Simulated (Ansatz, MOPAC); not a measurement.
Dissociation curve of GeAl (cation, charge +1), lowest singlet found (which spin is the ground state isn't settled by this scan).

Computed with: RCCSD(T) = CCSD(T) on RHF/aug-cc-pVDZ, cores with 3d frozen run with Ansatz (a program for electronic structure); RKS-B3LYP = restricted B3LYP/aug-cc-pVDZ (Ansatz); RHF/aug-cc-pVDZ (Ansatz); PM6, restricted, heats of formation (MOPAC); RCCSDT = CCSDT on RHF/aug-cc-pVDZ, cores with 3d frozen (Ansatz).

Energies are in kcal/mol, each relative to the lowest point of its own curve between 3.06 and 3.85 Å, where full CI is lowest.

| R / Å | RCCSD(T) | RKS-B3LYP | RHF | PM6 | RCCSDT |
|---|---|---|---|---|---|
| 3.06 | 0.1 | 0.3 | 0.3 | … | 0.0 |
| 3.26 | 0.0 | 0.0 | 0.0 | … | 0.0 |
| 3.55 | 2.2 | 2.0 | 1.9 | 0.0 | 2.2 |
| 3.85 | 5.8 | 5.3 | 5.3 | … | 5.8 |
| 4.28 | 11.4 | 10.5 | 10.4 | … | 11.4 |
| 4.74 | 16.7 | 15.4 | 15.2 | … | 16.8 |
| 5.31 | 21.7 | 19.9 | 19.7 | 23.5 | 21.8 |
| 6.03 | 25.4 | 23.3 | 23.3 | 23.1 | 25.6 |
| 7.00 | 27.7 | 25.4 | 25.8 | 22.8 | 27.9 |
| 8.24 | 28.8 | 26.0 | 27.3 | … | 29.1 |

### Question
Fill in the missing entries.

### Answer

- 3.06, PM6: 17.0
- 3.26, PM6: 21.6
- 3.85, PM6: 8.0
- 4.28, PM6: 14.5
- 4.74, PM6: 23.9
- 8.24, PM6: 22.6

The scan ran from 1.75 to 8.24 Å; beyond the distances shown full CI changes its symmetry label. The restricted form behind RKS-B3LYP, RHF, PM6 keeps the bonding electrons paired and can't separate into open-shell fragments.
